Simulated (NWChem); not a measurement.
System: NbH$_{2}$SO$_{2}$F; SMILES [OH][Nb]([OH])([F])=[S]

```xyz
7

Nb     0.0054    -0.2208     0.0000
S      0.1036     1.9222     0.0000
F      1.7306    -0.9306     0.0000
O     -0.9244    -0.7887    -1.5205
H     -1.3328    -0.3540    -2.2760
O     -0.9244    -0.7887     1.5205
H     -1.3328    -0.3540     2.2760
```
Atoms are numbered in this order, from 1.

All runs: NWChem. Medium grid unless said otherwise, to which SCAN and Minnesota functionals are sensitive. The geometry was optimised at PBE0/def2-SVP. def2 effective core potentials on Nb; no spin-orbit coupling.

Order these by “orbital gap (eV)”, lowest first: M05-2X/def2-SVP; B3LYP/def2-SVP; TPSS/def2-SVP; Hartree-Fock/def2-SVP; LRC-wPBEh/def2-SVP.

TPSS/def2-SVP (4.17), B3LYP/def2-SVP (5.54), M05-2X/def2-SVP (8.28), LRC-wPBEh/def2-SVP (9.50), Hartree-Fock/def2-SVP (12.13)
